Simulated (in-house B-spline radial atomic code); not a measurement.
Cs⁺. Computed with a B-spline radial atomic code. Model: non-relativistic spherical atom: semilocal Troullier-Martins pseudo-atom, one channel per l, against all electrons, high spin, G0W0 and RPA with empty states to l = 8, local potential for every l without a channel, a model core (radius 0 = none) keeps its share of the functional.

Without relativity these are model numbers for so heavy an element.

What the tables leave out is listed at the end.

The pseudopotential gives back the lowest level of each angular momentum of its own functional in the configuration it was made in; a second state of the same l is only approximately right. Exact exchange, RPA and GW see the smooth pseudo-orbitals and miss the exchange with the core, for which the functional's share stands in. The column with an uncorrelated core keeps all orbitals and exact exchange, and so separates missing core correlation from pseudisation. Only the three outermost levels and the lowest empty one were computed. RPA here is direct RPA, with no exchange kernel, and its energies carry an (l + 1/2)⁻⁴ tail. A hybrid on a potential with a model core restores only its own semilocal share of the core's exchange.

Command:
```bash
python run_psgw.py task.json out
```
Settings (lengths in bohr, energies in hartree):
```
Z                      55
electrons              54
configuration          [Kr] 4d10 5s2 5p6
generated_in           [Xe] 6s1
functional             lda,vwn
core_shells            8
radius_factor          1
core_correction        False
```

Time taken, with all properties: 38 s on 1 thread of Arm Neoverse N1, with other jobs on the host.

Given: made with LDA VWN5; model core radius 0 bohr; local radius 0.886 bohr; mean-field start LDA VWN5.

Valence shells of the generating configuration: 4d, 5s, 5p, 6s.

Channel: s 1.603, p 1.809, d 0.723 (radii in bohr).

Computed: largest level miss in the spin-unpolarised generating configuration 0.017 eV; valence RPA correlation energy all-electron orbitals -1.1242 hartree; valence RPA correlation energy pseudo -1.4203 hartree; all-electron RPA polarisability, core included 14.668 bohr³.

```
     level  occupied  mean-field all-electron (eV)  mean-field pseudo minus all (eV)  G0W0 all-electron (eV)  G0W0 uncorrelated core minus all (eV)  G0W0 pseudo minus all (eV)  exchange self-energy all-electron (eV)  exchange self-energy pseudo (eV)
        5p         1                         -18.8                            -0.026                 -23.534                                  0.018                      -0.713                                 -21.071                           -19.631
6s (empty)         0                       -5.3776                            -0.047                 -3.5897                                   0.01                      -0.127                                 -1.5057                           -1.2645
```

Question: What is the pseudo-atom RPA polarisability?

Answer: 14.61 bohr³.

Given: mean-field start PBE0.

Computed: valence RPA correlation energy all-electron orbitals -1.0643 hartree; valence RPA correlation energy pseudo -1.3643 hartree; pseudo-atom RPA polarisability 12.905 bohr³.

```json
{"level": "5p", "occupied": "1", "mean-field all-electron (eV)": "-20.111", "mean-field pseudo minus all (eV)": "-0.176", "G0W0 all-electron (eV)": "-23.718", "G0W0 uncorrelated core minus all (eV)": "0.02", "G0W0 pseudo minus all (eV)": "-0.575", "exchange self-energy all-electron (eV)": "-20.948", "exchange self-energy pseudo (eV)": "-19.843"}
{"level": "6s (empty)", "occupied": "0", "mean-field all-electron (eV)": "-4.8021", "mean-field pseudo minus all (eV)": "-0.028", "G0W0 all-electron (eV)": "-3.6832", "G0W0 uncorrelated core minus all (eV)": "0.008", "G0W0 pseudo minus all (eV)": "-0.068", "exchange self-energy all-electron (eV)": "-1.1963", "exchange self-energy pseudo (eV)": "-1.01"}
```

Question: What is the all-electron RPA polarisability, core included?

Answer: 13.32 bohr³.

Given: mean-field start Hartree-Fock.

Computed: valence RPA correlation energy all-electron orbitals -0.92647 hartree; valence RPA correlation energy pseudo -1.2223 hartree; pseudo-atom RPA polarisability 9.7956 bohr³.

```json
{"level": "5p", "occupied": "1", "mean-field all-electron (eV)": "-23.368", "mean-field pseudo minus all (eV)": "-0.726", "G0W0 all-electron (eV)": "-24.113", "G0W0 uncorrelated core minus all (eV)": "0.024", "G0W0 pseudo minus all (eV)": "-0.201", "exchange self-energy all-electron (eV)": "-20.679", "exchange self-energy pseudo (eV)": "-20.385"}
{"level": "5s", "occupied": "1", "mean-field all-electron (eV)": "-38.271", "mean-field pseudo minus all (eV)": "-0.398", "G0W0 all-electron (eV)": "-36.413", "G0W0 uncorrelated core minus all (eV)": "0.048", "G0W0 pseudo minus all (eV)": "-0.362", "exchange self-energy all-electron (eV)": "-26.93", "exchange self-energy pseudo (eV)": "-25.629"}
{"level": "6s (empty)", "occupied": "0", "mean-field all-electron (eV)": "-3.3473", "mean-field pseudo minus all (eV)": "-0.017", "G0W0 all-electron (eV)": "-3.6764", "G0W0 uncorrelated core minus all (eV)": "0.004", "G0W0 pseudo minus all (eV)": "0.006", "exchange self-energy all-electron (eV)": "-0.57095", "exchange self-energy pseudo (eV)": "-0.47563"}
```

Question: What is the all-electron RPA polarisability, core included?

Answer: 10.903 bohr³.

Among the listed levels the largest G0W0 shift of the pseudo-atom is -0.71 eV, for 5p on the LDA VWN5 start, while leaving the core uncorrelated moves that level by +0.02 eV. So pseudisation and the lost core exchange, not the missing core correlation, make the error. Not in the tables (levels of low weight, unsolved or above zero; the highest and the empty levels are kept at any weight): on LDA the G0W0 levels 5s (pseudo minus all -0.31 eV, weights 0.35 and 0.37), 4d (pseudo minus all +3.88 eV, weights 0.69 and 0.70); on PBE0 the G0W0 levels 5s (pseudo minus all -0.53 eV, weights 0.62 and 0.64), 4d (pseudo minus all +5.13 eV, weights 0.21 and 0.62); on Hartree-Fock the G0W0 levels 4d (pseudo minus all +6.63 eV, weights 0.55 and 0.77).
